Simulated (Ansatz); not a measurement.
Program: Ansatz. Geometries: PBE0-D4/def2-TZVP. ΔE: electronic, gas phase. CCSD(T)/CBS is the MP2 limit (def2-TZVPP, def2-QZVPP) plus CCSD(T) − MP2 in def2-TZVPP, frozen cores. This one scheme is used for every species. DFT in def2-TZVPP. B3LYP here is the variant with VWN-RPA as its local correlation; programs differ in this. HSE06 is defined as in plane-wave codes. For Zn outer-core shells are correlated without core-valence functions, which leaves a few kJ/mol of doubt a bond. Scalar relativity is left out up to krypton. Each species was taken in one conformer, which may not be the lowest.

Consider the ligand exchange at a Zn–C bond: `O[CH2][ZnH]` + dimethylamine → `C[N](C)[ZnH]` + CH₃OH.

```tsv
level	ΔE (kJ/mol)	difference from CCSD(T)/CBS
LDA (SPW92)	-52.5	3.0
PBE-D4	-47.8	7.7
revPBE-D4	-48.5	7.0
BLYP-D4	-51.5	4.0
r2SCAN-D4	-54.0	1.5
B97M-V	-52.0	3.5
PBE0-D4	-49.9	5.6
B3LYP-D4	-52.9	2.6
r2SCANh-D4	-54.1	1.4
r2SCAN0-D4	-54.2	1.3
HSE06-D4	-49.8	5.7
BHLYP-D4	-55.6	-0.1
CAM-B3LYP-D4	-54.7	0.8
ωB97X-V	-52.5	3.0
ωB97M-V	-49.6	5.9
B2PLYP	-55.0	0.5
PBE-QIDH	-55.4	0.1
revPBE	-42.7	12.8
BLYP	-46.4	9.1
r2SCAN	-53.3	2.2
PBE0	-47.6	7.9
B3LYP	-48.8	6.7
r2SCANh	-53.3	2.2
r2SCAN0	-53.3	2.2
HSE06	-47.7	7.8
BHLYP	-52.1	3.4
CAM-B3LYP	-52.3	3.2
RPA@PBE/def2-TZVPP	-55.4	0.1
MP2/def2-SVP	-64.8	-9.3
CCSD/def2-SVP	-61.3	-5.8
CCSD(T)/def2-SVP	-61.3	-5.8
MP2/def2-TZVPP	-61.6	-6.1
SCS-MP2/def2-TZVPP	-60.0	-4.5
CCSD/def2-TZVPP	-56.2	-0.7
CCSD(T)/def2-TZVPP	-56.9	-1.4
MP2/def2-QZVPP	-61.3	-5.8
SCS-MP2/def2-QZVPP	-59.7	-4.2
HF/CBS(def2)	-56.5	-1.0
MP2/CBS(def2)	-60.2	-4.7
CCSD/CBS(def2)	-54.8	0.7
CCSD(T)/CBS	-55.5	0
```

Largest T1 diagnostic among the species: 0.015.

The D4 term adds −4.1 kJ/mol with B3LYP and −2.3 kJ/mol with PBE0; it sums over pairs of atoms, weighted by their polarisabilities, and B3LYP, whose exchange is more repulsive, gets the larger term. From BLYP to BHLYP (50 % exact exchange), in def2-TZVPP and without D4, ΔE moves by −5.7 kJ/mol.
